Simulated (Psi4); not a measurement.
H$_{4}$Si, charge +1, doublet, geometry from GFN2-xTB (a state made from the parent by changing its charge; the spin is typed, not shown lowest). Base run: Psi4 1.11 with CCSD(T)/cc-pVDZ.

Psi4 was given this input:
```
memory 2 GB

molecule mol {
1 2
Si    0.000000   -0.000000   -0.000000
H     0.028744    1.072285    1.066288
H    -0.027528   -1.065933    1.072670
H     0.027528    1.065933   -1.072670
H    -0.028744   -1.072285   -1.066288
}

set {
  basis cc-pvdz
  reference uhf
}

energy('ccsd(t)')
print_variables()
```

The base was run again with changes. Order these runs by total energy, lowest first: method = scs-mp2 | freeze_core = on | method = omp2 | method = mp3 | puream = off | method = mp2.5.

puream = off (ΔE vs base (kcal/mol) -1.94), freeze_core = on (ΔE vs base (kcal/mol) 4.37), method = mp3 (ΔE vs base (kcal/mol) 6.77), method = mp2.5 (ΔE vs base (kcal/mol) 13.90), method = scs-mp2 (ΔE vs base (kcal/mol) 14.94), method = omp2 (ΔE vs base (kcal/mol) 19.89)

Open shells are given as the SCF converged; they aren't shown to be the lowest states, and a large step between rows can be another state.
